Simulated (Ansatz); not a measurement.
Species: C4H9O, charge 0, multiplicity 2. It need not be the lowest isomer of its formula. 
Structure (B3LYP-D3(BJ)/def2-TZVP (Ansatz, a quantum-chemistry and plane-wave program) minimum search):
```xyz
14

C     -0.0698     1.5227     0.2665
C     -0.4826     0.0964     0.1145
C     -1.8084    -0.2350    -0.4728
O      0.4627    -0.8393    -0.2305
C      1.7579    -0.7107     0.3301
H      0.7345     1.6602     0.9911
H     -0.9206     2.1163     0.6005
H      0.2756     1.9537    -0.6887
H     -1.8385    -0.0339    -1.5560
H     -2.0384    -1.2924    -0.3341
H     -2.5966     0.3587    -0.0083
H      2.2789     0.1744    -0.0450
H      2.3108    -1.5995     0.0328
H      1.7100    -0.6635     1.4226
```
Charge 0, spin multiplicity 2.

Atomisation energy built up term by term with Ansatz (kcal/mol; UHF references for open shells; valence terms freeze the core; atomic spin-orbit terms are left out). Basis-set limits of correlation are two-point, X^-3; Hartree-Fock from the larger set.

| term | basis | kcal/mol |
|---|---|---|
| Hartree-Fock | cc-pVQZ | 960.65 |
| CCSD correlation | CBS(cc-pVTZ,cc-pVQZ) | 309.79 |
| (T) | CBS(cc-pVTZ,cc-pVQZ) | 18.21 |
| core correlation | cc-pwCVTZ | 4.76 |
| scalar relativity (X2C) | cc-pVTZ-DK against cc-pVTZ | -1.02 |
| sum: De |  | 1292.4 |

(T) makes 1.4 % of the CCSD(T) atomisation energy; under 5 % is typical of single-reference molecules.
